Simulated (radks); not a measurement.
Results of a calculation; reference values are marked as such.
The mean radii <r> (bohr) of the occupied orbitals of an atom or ion are listed with their occupations. Code: a radial shooting solver on a logarithmic mesh with Libxc functionals. Model: scalar-relativistic Kohn-Sham, BLYP, spin-polarised, spherical densities, finite nucleus; Fermi nuclear charge, rms radius of each element as measured or else 0.836 A^(1/3) + 0.57 fm.

| orbital | occ. | <r> |
|---|---|---|
| 1s up | 1 | 0.03040 |
| 1s down | 1 | 0.03040 |
| 2s up | 1 | 0.1317 |
| 2s down | 1 | 0.1316 |
| 2p up | 3 | 0.1148 |
| 2p down | 3 | 0.1148 |
| 3s up | 1 | 0.3584 |
| 3s down | 1 | 0.3583 |
| 3p up | 3 | 0.3571 |
| 3p down | 3 | 0.3570 |
| 3d up | 5 | 0.3346 |
| 3d down | 5 | 0.3346 |
| 4s up | 1 | 0.8711 |
| 4s down | 1 | 0.8704 |
| 4p up | 3 | 0.9436 |
| 4p down | 3 | 0.9434 |
| 4d up | 5 | 1.158 |
| 4d down | 3 | 1.164 |
| 4f up | 1 | 3.523 |

Name the element and its charge. Open shells, if any, are filled with parallel spins first.

Answer. Z = 48, cadmium, charge +3: Cd3+ in [Kr] 4d8 4f1. The 1s radius gives Z: for a bare nucleus <r> = (2 gamma + 1)/(2Z) with gamma = sqrt(1 - (Z/c)^2), 0.02993 bohr for Z = 48, and screening makes it slightly larger (0.03040 here). The occupations add up to 45, and the charge is Z minus that.
